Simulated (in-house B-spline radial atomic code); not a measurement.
**Co8+: [Ar] 6f1 (an excited or competing configuration)**

Level of theory: Dirac-Hartree-Fock, average of configuration, Fermi nucleus of rms radius 3.7875 fm; calculated with a radial B-spline atomic code at the basis-set limit.

Screening seen three ways: the hydrogenic charge with the same mean radius, Z_r = [3n² - l(l+1)]/(2<r>), the one with the same energy, Z_e = n√(-2ε), and Slater's rules. Values are occupation-weighted means over j.

| shell | electrons | ε (eV) | <r> (bohr) | Z_r | Z_e | Slater |
| --- | --- | --- | --- | --- | --- | --- |
| 1s | 2 | -7996.6 | 0.05617 | 26.70 | 24.24 | 26.70 |
| 2s | 2 | -1187.1 | 0.2531 | 23.71 | 18.68 | 22.85 |
| 2p | 6 | -1044.2 | 0.2234 | 22.38 | 17.52 | 22.85 |
| 3s | 2 | -316.27 | 0.7059 | 19.12 | 14.46 | 15.75 |
| 3p | 6 | -268.7 | 0.7173 | 17.43 | 13.33 | 15.75 |
| 6f | 1 | -31.569 | 5.124 | 9.37 | 9.14 | 9.00 |

The least bound orbital is 6f7/2 at -31.57 eV, and it is also the most diffuse (<r> = 5.124 bohr).

Spin-orbit splittings of the orbital energies (j = l + 1/2 above j = l - 1/2 when positive): 2p 15.05 eV, 3p 2.508 eV, 6f 0.002194 eV.

For the 1s electron the small component carries 0.945 % of the norm, the zero-frequency Breit interaction raises the level by 9.505 eV, self-energy by 4.69 eV, and vacuum polarisation lowers it by 0.4085 eV.
